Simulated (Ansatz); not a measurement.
Consider the silylene formation by 1,1-elimination: `CO[SiH](C)N` → `COC` + `N[SiH]`.

Computed with Ansatz on PBE0-D4/def2-TZVP structures; ΔE is electronic, products minus reactants. CBS: MP2 limit from def2 TZ/QZ plus the TZ coupled-cluster correction, frozen cores. This one scheme is used for every species. One conformer a species, not always the lowest.

| species | CCSD/def2-TZVPP energy (Eh) |
| --- | --- |
| `CO[SiH](C)N` | -500.38522 |
| `COC` | -154.75928 |
| `N[SiH]` | -345.49569 |

Task: Work out ΔE.

Result: ΔE = (-154.75928) + (-345.49569) − (-500.38522) = 0.13025 Eh = +81.7 kcal/mol. CCSD(T)/CBS gives +84.1 kcal/mol.

Task: What do rigid-rotor, harmonic-oscillator terms from PBE0-D4/def2-TZVP frequencies (298.15 K, 1 bar) make of the CCSD(T)/CBS value? (Best estimate.)

Result: Computed: ΔZPE = -0.6 kcal/mol, ΔH = +83.5 kcal/mol, ΔS = 139 J/(mol·K), ΔG = +73.6 kcal/mol.

Largest T1 diagnostic among the species: 0.015.

Leaving LDA and LC-ωPBE aside and taking each functional with its dispersion term where it has one, the values, not all of them listed here, spread over 11.9 kcal/mol, from BLYP-D4 to r2SCAN0-D4. LDA lies +8.4 kcal/mol from PBE without D4. From r2SCAN to r2SCAN0 (25 % exact exchange), in def2-TZVPP and without D4, ΔE moves by +1.8 kcal/mol.
